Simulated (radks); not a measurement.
Spin polarisation of the 4d2 shell in neutral zirconium. Start: [Kr] 4d(up 1, down 1) 5s2; electrons of 4d are moved from spin down to spin up, other shells keep equal spins. All-electron calculation, non-relativistic Kohn-Sham, r2SCAN, spin-polarised, spherical densities, point nucleus; meta-GGA in the generalised Kohn-Sham scheme. Program: a radial shooting solver on a logarithmic mesh with Libxc functionals.

moment (Bohr magnetons),E - E(0) (eV),e(4d up) (eV),e(4d down) (eV),5s down minus up (eV),4p down minus up (eV),4s down minus up (eV)
0,0.000,-3.857,-3.857,0.000,0.000,0.000
0.5,-0.053,-4.060,-3.635,0.157,0.369,0.317
1,-0.212,-4.245,-3.394,0.320,0.738,0.634
1.5,-0.479,-4.413,-3.133,0.495,1.109,0.951
2,-0.852,-4.561,-2.858,0.688,1.478,1.265

At moment 2 the spin-polarisation energy is -0.852 eV and the 4d exchange splitting 1.703 eV, that is 0.851 eV per Bohr magneton; E = -I m^2/4 would give I = 0.852 eV.
